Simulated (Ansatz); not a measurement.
Born–Oppenheimer molecular dynamics of C$_{4}$H$_{10}$AlB (16 atoms, charge 0, multiplicity 1). It goes on from the last frame of an earlier run, with new velocities.

All numbers below come from UKS B3LYP-D4/STO-3G (Ansatz).

* ensemble: NVT, Langevin thermostat
* time step: 0.5 fs
* steps asked: 100
* set temperature: 300 K
* friction: 0.05 /fs
* seed: 493160

First frame:

```xyz
16
Properties=species:S:1:pos:R:3
B 1.776 -1.586 -1.279
C 1.141 -0.503 -0.405
Al 2.046 0.518 0.820
C -0.165 -0.208 -0.684
C -1.060 0.889 -0.048
C -2.311 0.376 0.802
H 2.909 -1.622 -1.643
H 1.024 -2.351 -1.801
H 2.094 -0.070 2.161
H 2.921 1.678 0.573
H -0.715 -0.791 -1.475
H -0.370 1.453 0.609
H -1.597 1.548 -0.787
H -2.958 -0.330 0.244
H -2.040 -0.162 1.746
H -2.953 1.236 1.105
```

Task: How far do the bonds stretch over the last three quarters of this one trajectory? (Pairs bonded in most of those frames.)

Result: 
```tsv
bond	mean (Å)	spread (Å)	shortest	longest
B1–C2	1.527	0.020	1.49	1.55
B1–H7	1.186	0.019	1.15	1.23
B1–H8	1.178	0.027	1.12	1.24
C2–Al3	1.920	0.034	1.86	1.97
C2–C4	1.366	0.031	1.32	1.41
Al3–H9	1.503	0.028	1.45	1.55
Al3–H10	1.496	0.024	1.46	1.53
C4–C5	1.550	0.025	1.51	1.60
C4–H11	1.107	0.037	1.05	1.17
C5–C6	1.547	0.015	1.51	1.56
C5–H12	1.115	0.026	1.07	1.15
C5–H13	1.110	0.014	1.08	1.13
C6–H14	1.105	0.026	1.06	1.16
C6–H15	1.101	0.014	1.07	1.13
C6–H16	1.100	0.010	1.08	1.12
```

Mean temperature of the second half: 310 K. A run of 0.05 ps of so small a system gives no equilibrium averages. Limits of this set-up: minimal basis.

Run time: 7.8 min on 1 thread of Arm Neoverse V2, with other jobs on the host, peak memory 0.16 GiB.
